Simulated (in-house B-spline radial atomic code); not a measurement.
The iodine ion I³⁺ is squeezed into an impenetrable sphere of radius R (the orbitals vanish at R). Level of theory: Dirac-Hartree-Fock, average of configuration, Fermi nucleus of rms radius 4.75 fm; calculated with a radial B-spline atomic code at the basis-set limit.

Energies in eV above the free ion in [Kr] 4d10 5s2 5p2:

| R (bohr) | highest level (eV) | [Kr] 4d10 5s2 5p2 | [Ar] 3d10 4s2 4p5 4d10 4f1 5s2 5p2 | [Kr] 4d9 5s2 5p2 5f1 |
| --- | --- | --- | --- | --- |
| 9.61 | -38.6 | 0 | 161.8 | 80.53 |
| 5.55 | -38.5 | 0.06823 | 162.1 | 86.59 |
| 5.03 | -38.4 | 0.2437 | 162.4 | 89.48 |
| 4.58 | -38.1 | 0.7076 | 163 | 93.28 |
| 3.81 | -36.3 | 4.064 | 167 | 105.9 |
| 3.18 | -31.2 | 16.11 | 180 | 132.3 |
| 2.63 | -18 | 53.9 | 220 | 194 |
| 2.19 | 10.5 | 150.6 | 320.9 | 326.8 |
| 1.67 | 117 | 601.9 | 785.2 | 868.1 |
| 1.26 | 403 | 2227 | 2431 | 2660 |

**Question.** Does [Ar] 3d10 4s2 4p5 4d10 4f1 5s2 5p2 fall below [Kr] 4d10 5s2 5p2 under compression?

**Answer.** No, it stays above over the whole range.

**Question.** Does [Kr] 4d9 5s2 5p2 5f1 fall below [Kr] 4d10 5s2 5p2 under compression?

**Answer.** No, it stays above over the whole range.

The highest level is first positive in the row R = 2.19 bohr, pushed up by confinement above the zero of the free ion's potential. Each configuration is held fixed and needn't be the lowest in the sphere.
